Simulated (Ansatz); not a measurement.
One change: `N=C(S)[SiH2]O` becomes `C=NC(=N)S`.

Ansatz, PBE0-D4/def2-TZVP geometries, multiplicity 1. Each molecule was computed in one conformer, which needn't be the lowest.

```csv
property,`N=C(S)[SiH2]O`
HOMO–LUMO gap (PBE0/def2-TZVPP) / eV,6.67
LUMO energy (B3LYP/def2-TZVPP) / eV,-1.25
LUMO energy (PBE0/def2-TZVPP) / eV,-1.04
LUMO energy (PBE/def2-TZVPP) / eV,-2.04
HOMO–LUMO gap (B3LYP/def2-TZVPP) / eV,6.23
HOMO energy (PBE/def2-TZVPP) / eV,-6.54
```

(1) Give the same properties after the change, and the shifts. (An estimate is asked.)

Results:

(1) The calculation gave: 
```tsv
property	`C=NC(=N)S`	shift
HOMO–LUMO gap (PBE0/def2-TZVPP) / eV	5.63	-1.04
LUMO energy (B3LYP/def2-TZVPP) / eV	-1.89	-0.64
LUMO energy (PBE0/def2-TZVPP) / eV	-1.65	-0.61
LUMO energy (PBE/def2-TZVPP) / eV	-2.70	-0.66
HOMO–LUMO gap (B3LYP/def2-TZVPP) / eV	5.17	-1.06
HOMO energy (PBE/def2-TZVPP) / eV	-6.11	0.43
```

With PBE0 the HOMO rises by 0.43 eV and the LUMO falls by 0.61 eV, so the gap narrows by about 1.04 eV. PBE moves the HOMO by 0.43 eV and ωB97M-V by 0.42 eV.

B3LYP here is the variant with VWN-RPA as its local correlation; programs differ in this.
